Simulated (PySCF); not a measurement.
# Nonlinear optical response: SMILES N#C/C(C=O)=C/C=C\[O-], [C6H4NO2]-, charge -1

Geometry (Å), atoms numbered from 1 in this order:
```xyz
13

N     2.606    1.906   -1.502
C     1.978    1.136   -0.916
C     1.190    0.215   -0.213
C     1.836   -0.826    0.511
O     3.040   -1.039    0.610
C    -0.203    0.389   -0.274
C    -1.193   -0.359    0.314
C    -2.565   -0.048    0.153
O    -3.065    0.872   -0.488
H     1.129   -1.506    1.036
H    -0.551    1.230   -0.867
H    -0.958   -1.219    0.925
H    -3.247   -0.752    0.694
```

Total charge -1.

Computed, not measured: quadratic response PBE0/def2-SVPD first hyperpolarisability, Taylor convention, gas phase (PySCF 2.14.0). Geometry: GFN2-xTB.

For a gas-phase anion, states above the detachment energy (about 2.1 eV, taken as minus the energy of the highest occupied orbital) lie in the continuum and depend on the basis.

**Question.** What is the first hyperpolarisability, and how does it disperse?

**Answer.** In au, Taylor convention; the vector part is βᵢ = ⅓ Σⱼ (βᵢⱼⱼ + βⱼᵢⱼ + βⱼⱼᵢ):
```tsv
process	λ (nm)	β vector norm	β HRS	depolarisation ratio
static β(0;0,0)	∞	1015.6	469.6	3.70
second harmonic β(−2ω;ω,ω)	1064	1655.7	755.6	3.91
Pockels β(−ω;ω,0)	1064	1170.6	–	–
second harmonic β(−2ω;ω,ω)	800	3051.9	1377.2	4.09
Pockels β(−ω;ω,0)	800	1320.8	–	–
```

**Question.** Which lowest excitations and polarisabilities go with it?

**Answer.** S1 3.80 eV (f = 0.543); S2 3.83 eV (f = 0.000); S3 3.98 eV (f = 0.000); isotropic α 110.6 au static, 114.5 au at 1064 nm, 117.9 au at 800 nm, 131.6 au at 532 nm, 174.5 au at 400 nm.
